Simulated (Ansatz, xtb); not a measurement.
**C6H5NS: which of two isomers lies lower**

We compare I, `N#CC1=CCC(S)=C1`, a singlet, with II, `N#CC1=C(S)CC=C1`, a singlet. Both are isolated molecules in the gas phase, relaxed with B3LYP-D3(BJ)/def2-SVP; the shapes shown needn't be the lowest conformers.

I (Å):

```xyz
13

C     0.0584   -0.7989   -1.6398
C    -0.0889    0.2980   -0.7359
C    -1.1143    0.4757    0.1396
C    -0.8798    1.7511    0.8949
C     0.4203    2.2689    0.3258
C     0.8701    1.4107   -0.6242
N     0.1895   -1.6840   -2.3798
S     1.2073    3.7570    0.8321
H    -1.9678   -0.1854    0.2809
H    -0.8062    1.5777    1.9844
H    -1.7035    2.4741    0.7492
H     0.2899    4.1042    1.7622
H     1.7780    1.5007   -1.2190
```

II (Å):

```csv
atom,x (Å),y (Å),z (Å)
C,0.0143,-1.1049,-0.2417
C,0.0998,0.2948,-0.0027
C,-0.8596,1.2227,-0.3162
C,-0.3689,2.5846,0.1060
C,0.9879,2.3052,0.6965
C,1.2427,0.9830,0.6264
N,-0.0549,-2.2487,-0.4367
S,-2.3958,0.8892,-1.0783
H,-2.8257,2.1711,-1.0941
H,-1.0584,3.0471,0.8361
H,-0.3190,3.2739,-0.7569
H,1.6398,3.0744,1.1090
H,2.1390,0.4660,0.9692
```

Quicker runs give these differences E(II) − E(I): GFN2-xTB −0.033 eV; HF/STO-3G −0.063 eV (at GFN2-xTB geometries); r2SCAN-D4/def2-SVP −0.067 eV (at GFN2-xTB geometries).

Question: Estimate E(II) − E(I) at the level CCSD(T)/def2-SVP + ΔMP2/def2-TZVPP.

Answer: CCSD(T)/def2-SVP + ΔMP2/def2-TZVPP gives E(II) − E(I) = −0.046 eV, slightly favouring structure II, which is too small a margin to settle the true order.

Level by level:

| level | geometry | E(II) − E(I) (eV) | departure from the last row (eV) | job, with rough time for the two |
| --- | --- | --- | --- | --- |
| GFN2-xTB | GFN2-xTB | −0.033 | +0.013 | optimisation, 0.17 s |
| HF/STO-3G | GFN2-xTB | −0.063 | −0.017 | single point, 0.8 s |
| r2SCAN-D4/def2-SVP | GFN2-xTB | −0.067 | −0.021 | single point, 9.3 s |
| B3LYP-D3(BJ)/def2-SVP | B3LYP-D3(BJ)/def2-SVP | −0.064 | −0.018 | optimisation, 60 s |
| HF/def2-SVP | B3LYP-D3(BJ)/def2-SVP | −0.018 | +0.028 | part of the CCSD(T) run |
| MP2/def2-SVP | B3LYP-D3(BJ)/def2-SVP | −0.059 | −0.013 | part of the CCSD(T) run |
| CCSD(T)/def2-SVP | B3LYP-D3(BJ)/def2-SVP | −0.044 | +0.002 | single point |
| CCSD(T)/def2-SVP + ΔMP2/def2-TZVPP | B3LYP-D3(BJ)/def2-SVP | −0.046 |  | single point, 3.2 min |

As drawn, both hold the same kinds of bond in the same numbers.

HF/def2-SVP finds them nearly level. The largest departure from CCSD(T)/def2-SVP + ΔMP2/def2-TZVPP is that of HF/def2-SVP, 0.028 eV. The last row adds to CCSD(T) the change of the MP2 difference between the two basis sets, here −0.002 eV.

With thermal terms from frequencies at re-optimised GFN2-xTB minima (ideal gas, soft modes damped towards free rotors, one conformer each, 298.15 K, 1 atm): the zero-point term adds +0.006 eV; ΔH is −0.043 and ΔG −0.037 eV.

The correlated steps freeze 12 core orbitals. Programs: Ansatz 0.2.0, xtb 6.7.1; the last row on 2 threads of Arm Neoverse V1 on a shared host.
